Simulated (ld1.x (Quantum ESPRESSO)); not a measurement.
Mo, TM: configuration errors across variants

- Element: molybdenum
- Generator: ld1.x (Quantum ESPRESSO) 7.5
- Type: norm-conserving Troullier–Martins (Kleinman–Bylander form)
- Functional: PBE
- Relativity: fully relativistic
- Frozen core: [Ar] 3d10
- Valence charge: 14
- Reference configuration: 4s2 4p6 4d5 5s1 5p0
- Partial waves: 4s (bound): rc 1.85 bohr; 4d (bound): rc 2.25 bohr; 4p (bound): rc 1.40 bohr
- Local potential: the p channel
- Core correction: none

Open shells are filled in proportion to 2j + 1 (rel_dist='average').

Occupied shells without a wave of their own: 5s. They enter only through the test configuration that unscreens the potential.

All-electron excitation energies from the reference (eV): (1) 4s2 4p6 4d5 5s0 5p0 6.891; (2) 4s2 4p6 4d4 5s0 5p0 22.352; (3) 4s2 4p6 4d3 5s0 5p0 49.093; (4) 4s2 4p6 4d4 5s2 5p0 0.198; (5) 4s2 4p6 4d4 5s1 5p1 3.736; (6) 4s2 4p6 4d5.5 5s0.5 5p0 0.280; (7) 4s2 4p6 4d4 5s1 5p0 8.063.

For the base: The 5s level has no wave, so the channel is fitted at the deeper level alone: the likely source of the large errors.

The file “base” misses its own reference levels by 1.7 eV. The file “wave 4p (bound): rc 1.40 bohr becomes 4p (bound): rc 0.88 bohr” misses its own reference levels by 1.7 eV. The file “wave 4p (bound): rc 1.40 bohr becomes 4p (bound): rc 1.02 bohr” misses its own reference levels by 1.7 eV. The file “wave 4p (bound): rc 1.40 bohr becomes 4p (bound): rc 1.16 bohr” misses its own reference levels by 1.7 eV. The file “wave 4p (bound): rc 1.40 bohr becomes 4p (bound): rc 1.34 bohr” misses its own reference levels by 1.7 eV. The file “wave 4p (bound): rc 1.40 bohr becomes 4p (bound): rc 1.42 bohr” misses its own reference levels by 1.7 eV. The file “wave 4p (bound): rc 1.40 bohr becomes 4p (bound): rc 1.56 bohr” misses its own reference levels by 1.7 eV. The file “wave 4p (bound): rc 1.40 bohr becomes 4p (bound): rc 1.82 bohr” misses its own reference levels by 1.7 eV. The file “wave 4p (bound): rc 1.40 bohr becomes 4p (bound): rc 1.96 bohr” misses its own reference levels by 1.7 eV. The file “wave 4p (bound): rc 1.40 bohr becomes 4p (bound): rc 2.14 bohr” misses its own reference levels by 1.7 eV.

Errors AE − PS in meV (a dash: test not solved or not reliable):

```tsv
change	(1)	(2)	(3)	(4)	(5)	(6)	(7)	bound ghosts
base	-639	-974	-1372	+590	+33	-220	-2.7	not determined
wave 4p (bound): rc 1.40 bohr becomes 4p (bound): rc 0.88 bohr	-1046	-1617	-2309	+943	+54	-354	+5.9	not determined
wave 4p (bound): rc 1.40 bohr becomes 4p (bound): rc 1.02 bohr	-665	-1018	-1438	+614	+28	-228	-1.7	not determined
wave 4p (bound): rc 1.40 bohr becomes 4p (bound): rc 1.16 bohr	-569	-866	-1217	+526	+21	-196	-3.4	not determined
wave 4p (bound): rc 1.40 bohr becomes 4p (bound): rc 1.34 bohr	-614	-936	-1317	+567	+27	-211	-2.9	not determined
wave 4p (bound): rc 1.40 bohr becomes 4p (bound): rc 1.42 bohr	-651	-993	-1398	+601	+37	-224	-2.6	not determined
wave 4p (bound): rc 1.40 bohr becomes 4p (bound): rc 1.56 bohr	-685	-1042	-1463	+631	+51	-236	-2.9	not determined
wave 4p (bound): rc 1.40 bohr becomes 4p (bound): rc 1.82 bohr	-747	-1124	-1562	+685	+94	-259	-4.6	not determined
wave 4p (bound): rc 1.40 bohr becomes 4p (bound): rc 1.96 bohr	-775	-1159	-1600	+710	+119	-270	-5.6	not determined
wave 4p (bound): rc 1.40 bohr becomes 4p (bound): rc 2.14 bohr	-797	-1184	-1626	+729	+140	-279	-6.5	not determined
```

Task: Give the same row for: wave 4p (bound): rc 1.40 bohr becomes 4p (bound): rc 1.72 bohr.

Result: -727, -1098, -1532, +667, +78, -251, -3.9; bound ghosts: not determined.
